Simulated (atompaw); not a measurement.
How hard is this Mn (Z = 25) PAW (atompaw) potential?

atompaw 4.2.0.5 input, output lines left out:

```
Mn 25
LDA-PW scalarrelativistic loggrid 1500 logderivrange -6 5 276
4 4 3 0 0 0
4 0 1.5
4 1 0.5
3 2 5
0 0 0
c
c
c
v
c
v
v
v
3
2.45 2.00 1.95 1.75
y
2.65
n
n
y
0.55
n
y
0.3
y
2.85
n
bloechl besselshape
4 1 ultrasoft
```

The pseudo-atom Hamiltonian at the reference potential is diagonalised in spherical Bessel functions j_l(qr) that vanish at 20 bohr, with q² up to the cutoff. All-electron valence levels (Ry): 4s -0.4271, 3p -4.0667, 4p -0.1389, 3d -0.5746.

Q: How do the lowest levels (Ry) of each channel move with the cutoff, and are there ghosts?

A:

```csv
cutoff (Ry),s #1,s #2,p #1,p #2,d #1,f #1,f #2,Σ f·Δε (mRy)
8,-0.4270,-0.0160,-3.6306,-0.0722,-0.2655,0.0971,0.2176,4195.9
10,-0.4271,-0.0160,-3.7914,-0.0814,-0.3766,0.0971,0.2176,2671.0
12,-0.4271,-0.0160,-3.8957,-0.0908,-0.4535,0.0971,0.2176,1655.9
18,-0.4271,-0.0160,-4.0243,-0.1159,-0.5450,0.0971,0.2176,414.4
21,-0.4271,-0.0160,-4.0453,-0.1248,-0.5594,0.0971,0.2176,212.1
25,-0.4271,-0.0160,-4.0601,-0.1335,-0.5673,0.0971,0.2176,79.2
30,-0.4271,-0.0160,-4.0649,-0.1373,-0.5725,0.0971,0.2176,22.1
35,-0.4271,-0.0160,-4.0663,-0.1384,-0.5741,0.0971,0.2176,5.5
45,-0.4271,-0.0160,-4.0667,-0.1388,-0.5746,0.0971,0.2176,0.5
50,-0.4271,-0.0160,-4.0667,-0.1389,-0.5746,0.0971,0.2176,0.2
55,-0.4271,-0.0160,-4.0667,-0.1389,-0.5746,0.0971,0.2176,0.1
400,-0.4271,-0.0160,-4.0667,-0.1389,-0.5746,0.0971,0.2176,0.0
```

Result: no extra level below or beside the all-electron valence levels (s, p, d, f tested); 10 mRy is reached at 35 Ry and 1 mRy at 45 Ry.
